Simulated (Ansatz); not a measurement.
```tsv
atom	x (Å)	y (Å)	z (Å)
Si	0.0006	-0.0015	0.0500
H	0.8608	0.8541	0.9113
H	0.8741	-0.8772	-0.9079
H	-0.8923	0.8317	-0.8877
H	-0.8579	-0.8946	0.8995
```

Basis set: aug-cc-pVDZ (spherical functions). Left uncorrelated: 5 orbitals. Charge 0, multiplicity 1.

Computed with Ansatz (development build ahead of 0.2.0); each method stands on the lowest determinant of its kind that the runs found. Restricted open shells among the atoms or ions are ROHF, correlated in semicanonical orbitals with singles.

(1) Give the atomization energy at this shape (free ground-state atoms in the same class of orbitals less the molecule, no zero-point energy) of singlet SiH4 by RHF-MP2, RHF.

Answers

(1)

```csv
method,atomization energy
RHF-MP2,293.23 kcal/mol
RHF,248.13 kcal/mol
```
